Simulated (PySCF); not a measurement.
## Cost of excited-state runs on SMILES CB(C)N=C=S, C3H6BNS

Cartesian coordinates in Å; atom numbers follow the order of the lines, from 1:
```xyz
12

B     0.031    0.060    0.001
C     1.611    0.017   -0.025
H     1.997    0.213    0.975
H     2.027    0.787   -0.670
H     2.009   -0.944   -0.338
C    -0.780    1.417    0.017
H    -0.819    1.829   -0.991
H    -0.300    2.171    0.636
H    -1.807    1.300    0.354
N    -0.675   -1.143    0.008
C    -1.261   -2.179    0.013
S    -2.033   -3.529    0.020
```

PySCF with density fitting, on 1 thread of an Arm Neoverse V1, shared host. Command: `OMP_NUM_THREADS=1 python excited_run.py task.json out`

(1) How long does each of these runs take, and how much memory?
- magnetisability and related constants, BP86/def2-SVP; usual settings
- magnetisability and related constants, revPBE/def2-SVP; usual settings

Answers

(1) 
| run | level | basis functions | wall time | peak memory (GiB) |
| --- | --- | --- | --- | --- |
| magnetisability and related constants | BP86/def2-SVP | 118 | 16 s | 0.42 |
| magnetisability and related constants | revPBE/def2-SVP | 118 | 16 s | 0.42 |

Times from a shared host are rough.
